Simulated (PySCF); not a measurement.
B(Me)2(NH2) (C2H8BN), SMILES NB(C)C. Atoms are numbered in the order given.

```xyz
12

B      0.0000     0.0000     0.0555
C      1.3800     0.0000    -0.7322
H      1.4457     0.8846    -1.4023
H      1.4457    -0.8846    -1.4023
H      2.2811     0.0000    -0.0844
C     -1.3800     0.0000    -0.7322
H     -1.4457     0.8846    -1.4023
H     -2.2811     0.0000    -0.0844
H     -1.4457    -0.8846    -1.4023
N      0.0000     0.0000     1.4631
H     -0.8536     0.0000     2.0226
H      0.8536     0.0000     2.0226
```

The structure is a stationary point at PBE-D3(BJ)/def2-SVP. The values are those of a single conformer.

Level of theory: PBE-D3(BJ)/def2-SVP (PySCF).

No scaling factor is applied to the harmonic values.

| mode | ν (cm⁻¹) | IR (km/mol) | moving atoms (share of kinetic energy) |
|---|---|---|---|
| 1 | 81 | 0.0 | H 99 % |
| 2 | 134 | 4.0 | H 92 % |
| 3 | 299 | 0.2 | H 44 %, C 35 %, N 12 %, B 9 % |
| 4 | 354 | 0.4 | H 44 %, C 26 %, N 21 %, B 9 % |
| 5 | 380 | 10.5 | H 56 %, B 42 % |
| 6 | 532 | 144.1 | H 76 %, N 22 % |
| 7 | 572 | 0.0 | H 98 % |
| 8 | 708 | 1.8 | C 55 %, H 25 %, N 18 % |
| 9 | 760 | 0.0 | H 77 %, C 22 % |
| 10 | 789 | 0.0 | H 82 %, C 18 % |
| 11 | 849 | 0.3 | H 64 %, N 17 %, C 13 % |
| 12 | 879 | 1.5 | H 64 %, C 26 %, N 10 % |
| 13 | 911 | 17.3 | H 44 %, B 35 %, C 20 % |
| 14 | 1163 | 32.8 | H 53 %, B 41 % |
| 15 | 1254 | 0.9 | H 77 %, C 17 % |
| 16 | 1296 | 114.1 | H 44 %, C 30 %, B 24 % |
| 17 | 1333 | 90.5 | H 51 %, B 35 % |
| 18 | 1379 | 0.0 | H 95 % |
| 19 | 1385 | 0.7 | H 96 % |
| 20 | 1398 | 7.8 | H 96 % |
| 21 | 1427 | 6.1 | H 76 %, B 19 % |
| 22 | 1551 | 128.5 | H 67 %, N 22 %, B 11 % |
| 23 | 2956 | 14.2 | H 97 % |
| 24 | 2960 | 2.1 | H 97 % |
| 25 | 3034 | 0.0 | H 91 %, C 9 % |
| 26 | 3038 | 20.7 | H 91 %, C 9 % |
| 27 | 3051 | 31.2 | H 91 %, C 9 % |
| 28 | 3052 | 26.6 | H 91 %, C 9 % |
| 29 | 3501 | 12.8 | H 96 % |
| 30 | 3603 | 10.2 | H 91 %, N 9 % |
